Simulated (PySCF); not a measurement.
Compound: C₄H₆Cl₂O.
Bonds: Cl1–C2, C2–Cl3, C2–C4, C4–C5, C5–O6, O6–C7, C4–C7. Hydrogens: H8 on C2; H9 on C4; H10, H11 on C5; H12, H13 on C7.

The same species was optimised twice, with GFN2-xTB and with PBE0-D3(BJ)/def2-SVP (PySCF), and the same property calculations (PySCF, gas phase) were run on both structures.

```
      coordinate  GFN2-xTB  PBE0-D3(BJ)/def2-SVP  change
       C2–C4 (Å)     1.510                 1.505  -0.005
       C5–O6 (Å)     1.427                 1.423  -0.004
       O6–C7 (Å)     1.427                 1.423  -0.004
      Cl1–C2 (Å)     1.779                 1.781  +0.002
      C2–Cl3 (Å)     1.780                 1.781  +0.001
       C4–C5 (Å)     1.536                 1.536   0.000
       C4–C7 (Å)     1.536                 1.536   0.000
  Cl1–C2–Cl3 (°)     109.6                 111.2    +1.6
    C5–C4–C7 (°)      84.3                  83.8    -0.5
    C2–C4–C5 (°)     115.1                 115.5    +0.4
    C2–C4–C7 (°)     115.1                 115.6    +0.5
    C4–C5–O6 (°)      91.5                  91.9    +0.4
    C4–C7–O6 (°)      91.5                  91.9    +0.4
   Cl3–C2–C4 (°)     110.0                 110.3    +0.3
    C5–O6–C7 (°)      92.5                  92.3    -0.2
Cl1–C2–C4–C5 (°)       167                   166      -1
```

Rotational constants: A = 2553, B = 1311, C = 907.9 MHz (GFN2-xTB) against A = 2517, B = 1316, C = 905.3 MHz (PBE0-D3(BJ)/def2-SVP). Point groups within 0.08 Å: Cs and Cs.

On the GFN2-xTB structure: lowest singlet, TDDFT (eV) 6.49 [PBE0/def2-SVPD]; isotropic polarisability (au) 77.3 [PBE0/def2-SVPD]; HOMO (eV) -7.74 [PBE0/def2-SVPD]; LUMO (eV) -0.28 [PBE0/def2-SVPD]; dipole (D) 0.55 [PBE0/def2-SVPD].

Task: What do these properties become on the PBE0-D3(BJ)/def2-SVP structure?

Result: 
```json
{"property": "lowest singlet, TDDFT (eV)", "level": "PBE0/def2-SVPD", "on GFN2-xTB": "6.49", "on PBE0-D3(BJ)/def2-SVP": "6.45", "change": "-0.04"}
{"property": "isotropic polarisability (au)", "level": "PBE0/def2-SVPD", "on GFN2-xTB": "77.3", "on PBE0-D3(BJ)/def2-SVP": "77.8", "change": "+0.5"}
{"property": "HOMO (eV)", "level": "PBE0/def2-SVPD", "on GFN2-xTB": "-7.74", "on PBE0-D3(BJ)/def2-SVP": "-7.75", "change": "-0.01"}
{"property": "LUMO (eV)", "level": "PBE0/def2-SVPD", "on GFN2-xTB": "-0.28", "on PBE0-D3(BJ)/def2-SVP": "-0.33", "change": "-0.05"}
{"property": "dipole (D)", "level": "PBE0/def2-SVPD", "on GFN2-xTB": "0.55", "on PBE0-D3(BJ)/def2-SVP": "0.54", "change": "-0.01"}
{"property": "energy, GFN2-xTB geometry as zero (kcal/mol)", "level": "PBE0/def2-SVPD", "on GFN2-xTB": "0.0", "on PBE0-D3(BJ)/def2-SVP": "-0.2", "change": "-0.2"}
```

The heavy atoms differ by 0.012 Å rms after alignment. Among bonds between heavy atoms C2–C4, C5–O6 and O6–C7 change most and about equally (-0.005 to -0.004 Å). Changes are differences of the printed values. Neither structure is proved a minimum here.

Conformer computed: `[Cl:1][CH:2]([Cl:3])[CH:4]1[CH2:5][O:6][CH2:7]1`: Cl1–C2–C4–C5 166°.
